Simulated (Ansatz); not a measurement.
Reaction (formal exchange of groups at the Se–C bond): `O=CC([SiH3])[SeH]` + `[SeH][SnH3]` → `[SeH][SnH2][SeH]` + `O=CC[SiH3]`

Computed with Ansatz on PBE0-D4/def2-TZVP structures; ΔE is electronic, products minus reactants. CCSD(T)/CBS adds triple-zeta CCSD(T) − MP2 to the extrapolated MP2 energy (def2 sets, frozen cores). Functionals use def2-TZVPP. B3LYP here is the variant with VWN-RPA as its local correlation; programs differ in this. def2 core potentials past Kr. For Se, Sn outer-core shells are correlated without core-valence functions, which leaves a few kJ/mol of doubt a bond. Scalar relativity is left out up to krypton. One conformer a species, not always the lowest.

`O=CC([SiH3])[SeH]`:

```xyz
11

O    -0.246   -0.856   -2.103
C     0.351   -0.074   -1.414
C     0.614   -0.212    0.044
Si   -0.551    0.933    1.018
Se    0.344   -2.023    0.733
H     0.734    0.876   -1.841
H     1.642    0.105    0.245
H    -0.217    0.800    2.456
H    -1.947    0.523    0.749
H    -0.346    2.348    0.598
H    -0.377   -2.420   -0.486
```

`[SeH][SnH3]`:

Z-matrix (Å, degrees):
```
Sn
Se 1 2.533
H 1 1.702 2 104.9
H 1 1.705 2 109.7 3 119.5
H 1 1.705 2 109.7 3 -119.5
H 2 1.469 1 92.3 3 179.8
```

`[SeH][SnH2][SeH]`:

```xyz
7

Se   -2.271   -0.020   -0.164
Sn    0.196    0.247   -0.661
Se    1.510    1.105    1.324
H    -2.040   -1.305    0.508
H     0.823   -1.267   -1.128
H     0.318    1.449   -1.858
H     1.465   -0.209    1.979
```

`O=CC[SiH3]`:

Cartesian coordinates in Å:
```
O -1.961 -0.544 0.240
C -1.371 -0.062 -0.690
C 0.088 0.270 -0.672
Si 0.912 -0.150 0.975
H -1.911 0.162 -1.635
H 0.574 -0.257 -1.503
H 0.204 1.334 -0.913
H 0.816 -1.603 1.251
H 2.349 0.223 0.870
H 0.298 0.628 2.078
```

```
             level  ΔE (kcal/mol)
         r2SCAN-D4          -29.1
           PBE0-D4          -29.2
          B3LYP-D4          -29.6
              PBE0          -29.9
             B3LYP          -30.9
     HF/def2-TZVPP          -34.5
    MP2/def2-TZVPP          -27.9
CCSD(T)/def2-TZVPP          -27.8
```

**Question.** What does CCSD(T)/CBS give? (An estimate is asked.)

**Answer.** Ansatz gave: -30.2 kcal/mol. The listed levels differ from it by 1.1, 1.0, 0.6, 0.3, -0.7, -4.3, 2.3, 2.4 kcal/mol.

Largest T1 diagnostic among the species: 0.014.

The D4 term adds +1.4 kcal/mol with B3LYP and +0.7 kcal/mol with PBE0; it sums over pairs of atoms, weighted by their polarisabilities, and B3LYP, whose exchange is more repulsive, gets the larger term. In def2-TZVPP, CCSD(T) changes the Hartree–Fock value by +6.7 kcal/mol (the triples alone add +1.0 kcal/mol) and MP2 by +6.6 kcal/mol. From PBE to PBE0 (25 % exact exchange), in def2-TZVPP and without D4, ΔE moves by −1.4 kcal/mol.
